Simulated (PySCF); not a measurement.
Basis-set dependence of population analyses: `COc1ccco1`

C5H6O2.
Structure used (PBE0-D3(BJ)/def2-SVP), in Å, numbered top down from 1:
```xyz
13
C5H6O2 angstrom
C     -2.043    0.443    0.291
O     -1.140   -0.630    0.434
C      0.152   -0.344    0.532
C      1.233   -1.168    0.668
C      2.362   -0.286    0.723
C      1.881    0.980    0.618
O      0.520    0.946    0.500
H     -2.001    1.124    1.157
H     -1.836    1.026   -0.621
H     -3.042   -0.002    0.224
H      1.214   -2.252    0.720
H      3.407   -0.569    0.829
H      2.334    1.967    0.608
```

PBE0 throughout (PySCF), one geometry, spherical d and f functions. Geometry: PBE0-D3(BJ)/def2-SVP, one conformer, isolated molecule. The first 7 of 11 kinds of atom are listed.

Mulliken charges (e):

```json
{"basis": "STO-3G", "functions": "41", "C1": "-0.125", "O2": "-0.186", "C3": "+0.190", "C4": "-0.151", "C5": "-0.120", "C6": "-0.023", "O7": "-0.157"}
{"basis": "pcSseg-0", "functions": "75", "C1": "-0.314", "O2": "-0.681", "C3": "+0.608", "C4": "-0.208", "C5": "-0.332", "C6": "+0.098", "O7": "-0.652"}
{"basis": "6-31G", "functions": "75", "C1": "-0.245", "O2": "-0.548", "C3": "+0.483", "C4": "-0.142", "C5": "-0.257", "C6": "+0.081", "O7": "-0.518"}
{"basis": "6-31G*", "functions": "110", "C1": "-0.289", "O2": "-0.491", "C3": "+0.570", "C4": "-0.261", "C5": "-0.232", "C6": "+0.041", "O7": "-0.450"}
{"basis": "cc-pVDZ", "functions": "128", "C1": "+0.052", "O2": "-0.277", "C3": "+0.272", "C4": "-0.078", "C5": "-0.051", "C6": "+0.089", "O7": "-0.210"}
{"basis": "def2-SVP", "functions": "128", "C1": "+0.120", "O2": "-0.327", "C3": "+0.321", "C4": "-0.143", "C5": "-0.056", "C6": "+0.100", "O7": "-0.271"}
{"basis": "pcSseg-1", "functions": "149", "C1": "-0.037", "O2": "-0.471", "C3": "+0.458", "C4": "-0.163", "C5": "-0.176", "C6": "+0.141", "O7": "-0.416"}
{"basis": "aug-cc-pVDZ", "functions": "215", "C1": "+0.745", "O2": "-0.643", "C3": "+0.330", "C4": "+0.807", "C5": "+0.835", "C6": "+0.185", "O7": "-0.407"}
{"basis": "6-311+G(2d,p)", "functions": "225", "C1": "-0.263", "O2": "-0.374", "C3": "+0.598", "C4": "-0.273", "C5": "-0.123", "C6": "-0.002", "O7": "-0.396"}
{"basis": "def2-TZVP", "functions": "253", "C1": "-0.221", "O2": "-0.238", "C3": "+0.352", "C4": "-0.297", "C5": "-0.113", "C6": "-0.083", "O7": "-0.200"}
{"basis": "cc-pVTZ", "functions": "294", "C1": "-0.116", "O2": "-0.191", "C3": "+0.273", "C4": "-0.252", "C5": "-0.157", "C6": "-0.067", "O7": "-0.148"}
{"basis": "IGLO-III", "functions": "305", "C1": "-0.212", "O2": "-0.264", "C3": "+0.387", "C4": "-0.207", "C5": "-0.110", "C6": "+0.002", "O7": "-0.269"}
```

IAO charges (e):

```
        basis  functions      C1      O2      C3      C4      C5      C6      O7
       STO-3G         41  -0.257  -0.168  +0.193  -0.242  -0.192  -0.067  -0.125
     pcSseg-0         75  -0.223  -0.293  +0.320  -0.278  -0.206  -0.038  -0.255
        6-31G         75  -0.244  -0.296  +0.317  -0.271  -0.202  -0.049  -0.255
       6-31G*        110  -0.206  -0.315  +0.364  -0.281  -0.198  -0.029  -0.266
      cc-pVDZ        128  -0.205  -0.310  +0.364  -0.288  -0.202  -0.033  -0.261
     def2-SVP        128  -0.196  -0.308  +0.360  -0.283  -0.198  -0.029  -0.261
     pcSseg-1        149  -0.204  -0.315  +0.362  -0.287  -0.203  -0.033  -0.268
  aug-cc-pVDZ        215  -0.212  -0.321  +0.369  -0.292  -0.206  -0.036  -0.267
6-311+G(2d,p)        225  -0.214  -0.323  +0.370  -0.291  -0.206  -0.035  -0.269
    def2-TZVP        253  -0.211  -0.323  +0.374  -0.293  -0.206  -0.033  -0.270
      cc-pVTZ        294  -0.213  -0.321  +0.373  -0.293  -0.206  -0.033  -0.269
     IGLO-III        305  -0.214  -0.323  +0.372  -0.293  -0.207  -0.035  -0.270
```

Hirshfeld charges (e):

```csv
basis,functions,C1,O2,C3,C4,C5,C6,O7
STO-3G,41,+0.052,-0.097,+0.106,-0.111,-0.071,-0.019,-0.050
pcSseg-0,75,-0.022,-0.106,+0.123,-0.125,-0.088,-0.023,-0.070
6-31G,75,-0.012,-0.128,+0.124,-0.118,-0.085,-0.022,-0.089
6-31G*,110,-0.015,-0.115,+0.126,-0.121,-0.087,-0.023,-0.077
cc-pVDZ,128,-0.031,-0.094,+0.124,-0.127,-0.090,-0.026,-0.055
def2-SVP,128,-0.032,-0.101,+0.130,-0.128,-0.090,-0.023,-0.061
pcSseg-1,149,-0.032,-0.110,+0.133,-0.125,-0.090,-0.021,-0.069
aug-cc-pVDZ,215,-0.038,-0.113,+0.131,-0.124,-0.092,-0.022,-0.075
"6-311+G(2d,p)",225,-0.029,-0.116,+0.128,-0.123,-0.092,-0.021,-0.077
def2-TZVP,253,-0.035,-0.110,+0.130,-0.125,-0.092,-0.022,-0.072
cc-pVTZ,294,-0.037,-0.106,+0.131,-0.126,-0.091,-0.023,-0.068
IGLO-III,305,-0.038,-0.112,+0.131,-0.124,-0.091,-0.022,-0.074
```

ESP-fitted charges (e):

```json
{"basis": "STO-3G", "functions": "41", "C1": "-0.170", "O2": "-0.291", "C3": "+0.577", "C4": "-0.508", "C5": "+0.036", "C6": "-0.248", "O7": "-0.084"}
{"basis": "pcSseg-0", "functions": "75", "C1": "-0.090", "O2": "-0.492", "C3": "+0.835", "C4": "-0.708", "C5": "+0.009", "C6": "-0.334", "O7": "-0.214"}
{"basis": "6-31G", "functions": "75", "C1": "-0.005", "O2": "-0.504", "C3": "+0.795", "C4": "-0.649", "C5": "+0.024", "C6": "-0.337", "O7": "-0.202"}
{"basis": "6-31G*", "functions": "110", "C1": "-0.122", "O2": "-0.335", "C3": "+0.577", "C4": "-0.560", "C5": "-0.023", "C6": "-0.336", "O7": "-0.108"}
{"basis": "cc-pVDZ", "functions": "128", "C1": "-0.100", "O2": "-0.310", "C3": "+0.541", "C4": "-0.559", "C5": "-0.011", "C6": "-0.357", "O7": "-0.077"}
{"basis": "def2-SVP", "functions": "128", "C1": "-0.056", "O2": "-0.362", "C3": "+0.613", "C4": "-0.592", "C5": "+0.006", "C6": "-0.352", "O7": "-0.102"}
{"basis": "pcSseg-1", "functions": "149", "C1": "-0.071", "O2": "-0.382", "C3": "+0.647", "C4": "-0.623", "C5": "-0.005", "C6": "-0.376", "O7": "-0.110"}
{"basis": "aug-cc-pVDZ", "functions": "215", "C1": "-0.135", "O2": "-0.345", "C3": "+0.635", "C4": "-0.610", "C5": "+0.024", "C6": "-0.424", "O7": "-0.072"}
{"basis": "6-311+G(2d,p)", "functions": "225", "C1": "-0.166", "O2": "-0.332", "C3": "+0.611", "C4": "-0.607", "C5": "+0.016", "C6": "-0.435", "O7": "-0.068"}
{"basis": "def2-TZVP", "functions": "253", "C1": "-0.142", "O2": "-0.334", "C3": "+0.622", "C4": "-0.614", "C5": "+0.019", "C6": "-0.418", "O7": "-0.073"}
{"basis": "cc-pVTZ", "functions": "294", "C1": "-0.144", "O2": "-0.320", "C3": "+0.595", "C4": "-0.597", "C5": "+0.017", "C6": "-0.403", "O7": "-0.073"}
{"basis": "IGLO-III", "functions": "305", "C1": "-0.142", "O2": "-0.338", "C3": "+0.621", "C4": "-0.607", "C5": "+0.025", "C6": "-0.421", "O7": "-0.073"}
```

Which scheme is steadiest as the basis changes?

Largest range over the bases for any column: Hirshfeld 0.09 e, IAO 0.18 e, ESP-fitted 0.29 e, Mulliken 1.17 e. Hirshfeld charges move least and Mulliken charges most, counted in e. Without the minimal STO-3G basis the ranges are Hirshfeld 0.03, IAO 0.06, ESP-fitted 0.29, Mulliken 1.17 e.

How much do the charges still move between the two largest bases, cc-pVTZ and IGLO-III?

At most, over all atoms: Mulliken 0.121 e, IAO 0.003 e, Hirshfeld 0.007 e, ESP-fitted 0.026 e.

What do the same runs give for the total energy, the frontier levels and the dipole moment?

```json
{"basis": "STO-3G", "energy (Eh)": "-339.7742", "HOMO (eV)": "-3.41", "LUMO (eV)": "3.94", "μ (D)": "1.44"}
{"basis": "pcSseg-0", "energy (Eh)": "-343.3512", "HOMO (eV)": "-5.99", "LUMO (eV)": "0.75", "μ (D)": "1.20"}
{"basis": "6-31G", "energy (Eh)": "-344.0368", "HOMO (eV)": "-5.71", "LUMO (eV)": "1.00", "μ (D)": "1.08"}
{"basis": "6-31G*", "energy (Eh)": "-344.1500", "HOMO (eV)": "-5.50", "LUMO (eV)": "1.23", "μ (D)": "1.12"}
{"basis": "cc-pVDZ", "energy (Eh)": "-344.1802", "HOMO (eV)": "-5.61", "LUMO (eV)": "1.05", "μ (D)": "1.20"}
{"basis": "def2-SVP", "energy (Eh)": "-343.9070", "HOMO (eV)": "-5.74", "LUMO (eV)": "0.92", "μ (D)": "1.19"}
{"basis": "pcSseg-1", "energy (Eh)": "-344.1185", "HOMO (eV)": "-5.82", "LUMO (eV)": "0.79", "μ (D)": "1.22"}
{"basis": "aug-cc-pVDZ", "energy (Eh)": "-344.2005", "HOMO (eV)": "-5.79", "LUMO (eV)": "0.00", "μ (D)": "1.07"}
{"basis": "6-311+G(2d,p)", "energy (Eh)": "-344.2557", "HOMO (eV)": "-5.80", "LUMO (eV)": "0.37", "μ (D)": "1.07"}
{"basis": "def2-TZVP", "energy (Eh)": "-344.2881", "HOMO (eV)": "-5.77", "LUMO (eV)": "0.76", "μ (D)": "1.10"}
{"basis": "cc-pVTZ", "energy (Eh)": "-344.2771", "HOMO (eV)": "-5.74", "LUMO (eV)": "0.83", "μ (D)": "1.11"}
{"basis": "IGLO-III", "energy (Eh)": "-344.2923", "HOMO (eV)": "-5.79", "LUMO (eV)": "0.66", "μ (D)": "1.09"}
```

The dipole is fixed by the density alone, so its range of 0.37 D shows that the density itself changes with the basis, not only its division among atoms.
